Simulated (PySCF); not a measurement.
Core-level binding energies of Si(OMe)2Cl2

Species: Si(OMe)2Cl2, C2H6Cl2O2Si.
Cartesian coordinates in Å at the PBE0-D3(BJ)/def2-SVP level; atoms count from 1:
```
atom  x, y, z in Å
Si1   -0.2068    0.0075   -0.1538
O2    -0.2022    0.0084    1.4710
C3    -1.3224    0.0206    2.3197
H4    -1.9086    0.9459    2.1956
H5    -0.9659   -0.0309    3.3582
H6    -1.9799   -0.8445    2.1311
O7     1.3473   -0.0330   -0.6284
C8     1.8078   -0.0439   -1.9564
H9     1.4192   -0.9157   -2.5092
H10    2.9047   -0.1004   -1.9379
H11    1.5105    0.8741   -2.4909
Cl12  -1.1452    1.6803   -0.8904
Cl13  -1.2276   -1.6204   -0.8864
```

Computed with delta-SCF UKS SCAN, pcX-2 on the ionised atom, pcseg-1 elsewhere, spin-free X2C (PySCF 2.14.0). Binding energies are ΔSCF values: E(core-ionised, relaxed orbitals) − E(ground state) at a fixed geometry, referred to the vacuum level.

List the computed XPS lines with their assignment.

| atom(s) | bonded to | level | binding energy (eV) | 2p1/2 (eV) | count |
| --- | --- | --- | --- | --- | --- |
| Cl12/Cl13 | Si | Cl 1s | 2828.85 | – | 2 |
| Si1 | 2 O and 2 Cl | Si 1s | 1849.49 | – | 1 |
| O2/O7 | C and Si | O 1s | 538.82 | – | 2 |
| C3/C8 | O and 3 H | C 1s | 292.91 | – | 2 |
| Cl12/Cl13 | Si | Cl 2p3/2 | 206.27 | 207.92 | 2 |
| Si1 | 2 O and 2 Cl | Si 2p3/2 | 109.23 | 109.85 | 1 |

Which effective nuclear charge Zeff reproduces each element's mean 1s value in the hydrogen-like formula E = 13.606 eV × Zeff²?

C (Z = 6): mean 292.9 eV, Zeff = 4.64, Z − Zeff = 1.36; O (Z = 8): mean 538.8 eV, Zeff = 6.29, Z − Zeff = 1.71; Si (Z = 14): mean 1849.5 eV, Zeff = 11.66, Z − Zeff = 2.34; Cl (Z = 17): mean 2828.9 eV, Zeff = 14.42, Z − Zeff = 2.58. Means run over the listed sites, weighted by atom count.

What is the longest wavelength that can ionise Si 2p3/2 of Si1 vertically?

λ = hc/E = 12398.42 eV Å / 109.23 eV = 113.507 Å.

One atom of each set of topologically equivalent atoms was ionised and stands for the set; in this conformer not all members are related by symmetry, and their own values weren't computed. Spin–orbit and ligand-field terms were added within each 2p shell after the spin-free SCF. 2p1/2 minus 2p3/2 (ligand field included): Si 0.63 eV, Cl 1.65 eV. Isolated species at its PBE0-D3(BJ)/def2-SVP geometry (one conformer only).

Time: 45 s wall; peak memory 0.59 GiB. Hardware: one thread, Arm Neoverse V2 (aarch64), on a shared host.
